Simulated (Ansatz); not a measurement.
Relaxation of AlBFH3S (7 atoms, charge 0, multiplicity 1), to a largest force component of 0.02 eV/Å in at most 50 steps.

Theory: Ansatz, RKS PBE0/STO-3G.

```xyz
7
Properties=species:S:1:pos:R:3:forces:R:3
B -0.865 1.325 0.518 -9.39 -3.02 1.57
Al 0.136 -0.406 0.036 -1.40 -5.10 1.33
F -0.155 -1.794 0.905 0.66 0.55 -0.59
S 1.605 -0.769 -1.574 -1.32 1.48 1.15
H -0.024 1.124 0.116 10.95 5.95 -4.86
H -1.788 1.717 -0.091 0.46 0.96 1.23
H 1.647 -2.056 -1.240 0.03 -0.81 0.17
```

Question: Where does it end, and by what steps?

Answer: The forces met the threshold. Limits of this set-up: minimal basis. After 11 steps the energy has fallen by 6.432 eV; H5 moved furthest, 1.19 Å. The start is strongly strained (largest force component 11 eV/Å), so its close contacts needn't be bonds. Parted: Al2–H5.

```csv
step,energy less start (eV),largest force component (eV/Å),accepted
0,0.0000,10.950,yes
1,-3.0509,5.297,yes
2,-4.6291,2.582,yes
3,-5.6267,1.459,yes
4,-6.0923,1.146,yes
5,-6.2693,0.872,yes
6,-6.3489,0.773,yes
7,-6.3866,0.822,yes
8,-6.4054,0.531,yes
9,-6.4290,0.200,yes
10,-6.4308,0.126,yes
11,-6.4315,0.010,yes
```

```xyz
7
Properties=species:S:1:pos:R:3
B -0.688 1.238 0.171
Al 0.172 -0.572 -0.056
F -0.049 -1.770 1.034
S 1.402 -1.056 -1.696
H -0.164 2.128 0.732
H -1.759 1.491 -0.243
H 1.642 -2.318 -1.272
```

Time of the run: 22 s on 1 thread of Arm Neoverse V1, with other jobs on the host, peak memory 0.14 GiB.
